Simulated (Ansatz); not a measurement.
Species: SnCl₂, net charge -1, doublet state. 
Geometry from a B3LYP-D3(BJ)/def2-TZVP (Ansatz, a first-principles code) optimisation:
```xyz
3

Sn     0.0038    -0.0076     0.6641
Cl     1.2529     1.4772    -0.9670
Cl    -1.2640    -1.4548    -0.9862
```
Charge -1, spin multiplicity 2.

Basis-set convergence of Hartree-Fock and CCSD(T) correlation energies (hartree) with Ansatz. Cores are frozen in the correlated levels unless marked. UHF or UKS for open shells. Spin-orbit coupling is left out. Frozen are the shells of the preceding noble gas and the d and f shells that filled before the atom's block. In def2 rows, elements after Kr have scalar-relativistic effective core potentials.

| basis | functions | E(HF) | E(corr, CCSD(T)) |
|---|---|---|---|
| def2-SVPD | 86 | -1132.24300 | -0.40066 |
| def2-TZVPPD | 158 | (withheld) | (withheld) |

Fill in the missing entries.


- def2-TZVPPD, E(HF): -1132.54592
- def2-TZVPPD, E(corr, CCSD(T)): -0.52317
